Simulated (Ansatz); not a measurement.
Spectroscopic constants of CoSn, multiplicity 4 (an upper state: multiplicity 2 came lower at PBE0/def2-TZVPP). No spin–orbit coupling. Co is treated without relativity.

Seven points along R, fitted to fifth degree in 1/R; most abundant isotopes. In def2 and cc sets the state is the lowest found near the PBE0 minimum, followed along R.

Programs: Ansatz (Gaussian basis) for Hartree–Fock, density functionals and correlated methods. Values without a source in brackets are computed. In def2 rows elements past Kr take small-core potentials, without spin–orbit coupling.

```json
[
 {"level": "PBE/def2-TZVPP", "r_e (Å)": "2.467", "ω_e (cm⁻¹)": "222", "ω_e x_e (cm⁻¹)": "0.64", "dipole (D)": "1.27"},
 {"level": "PBE0/def2-TZVPP", "r_e (Å)": "2.512", "ω_e (cm⁻¹)": "…", "ω_e x_e (cm⁻¹)": "0.64", "dipole (D)": "1.70"},
 {"level": "wB97X-V/def2-TZVPP", "r_e (Å)": "…", "ω_e (cm⁻¹)": "…", "ω_e x_e (cm⁻¹)": "0.59", "dipole (D)": "2.39"}
]
```

Task: Some entries are withheld; supply them.

Result: 
- wB97X-V/def2-TZVPP, r_e (Å): 2.514
- wB97X-V/def2-TZVPP, ω_e (cm⁻¹): 215
- PBE0/def2-TZVPP, ω_e (cm⁻¹): 214

Ansatz is an electronic-structure program.
